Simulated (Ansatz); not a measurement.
`N=[CH][AlH][CH2][SiH3]` + H–F → `[F][AlH][CH2][SiH3]` + `C=N`  (ligand exchange at the Al–C bond)

Calculated with Ansatz (gas phase, PBE0-D4/def2-TZVP geometries, no zero-point term in ΔE). CCSD(T)/CBS adds triple-zeta CCSD(T) − MP2 to the extrapolated MP2 energy (def2 sets, frozen cores). This one scheme is used for every species. DFT in def2-TZVPP. Each species was taken in one conformer, which may not be the lowest.

Question: Is it downhill or uphill in electronic energy at CCSD(T)/CBS, and by how much? (Best estimate.)

Answer: Computed: Downhill: ΔE = -199.7 kJ/mol.

Question: What do these levels give: PBE-D4, r2SCAN-D4, ωB97X-V, r2SCAN, HF/def2-TZVPP, MP2/def2-TZVPP, SCS-MP2/def2-TZVPP, CCSD(T)/def2-TZVPP, HF/def2-QZVPP, MP2/def2-QZVPP, MP2/CBS(def2), CCSD/CBS(def2)? (Best estimate.)

Answer: The calculation gave: PBE-D4 -190.2, r2SCAN-D4 -204.8, ωB97X-V -203.6, r2SCAN -206.1, HF/def2-TZVPP -222.0, MP2/def2-TZVPP -202.0, SCS-MP2/def2-TZVPP -206.1, CCSD(T)/def2-TZVPP -200.0, HF/def2-QZVPP -223.9, MP2/def2-QZVPP -202.5, MP2/CBS(def2) -201.7, CCSD/CBS(def2) -203.8 kJ/mol.

Largest T1 diagnostic among the species: 0.012.

The D4 term adds +6.6 kJ/mol with B3LYP and +3.8 kJ/mol with PBE0; it sums over pairs of atoms, weighted by their polarisabilities, and B3LYP, whose exchange is more repulsive, gets the larger term. In def2-TZVPP, CCSD(T) changes the Hartree–Fock value by +22.0 kJ/mol (the triples alone add +4.1 kJ/mol) and MP2 by +20.0 kJ/mol.

B3LYP here is the variant with VWN-RPA as its local correlation; programs differ in this.
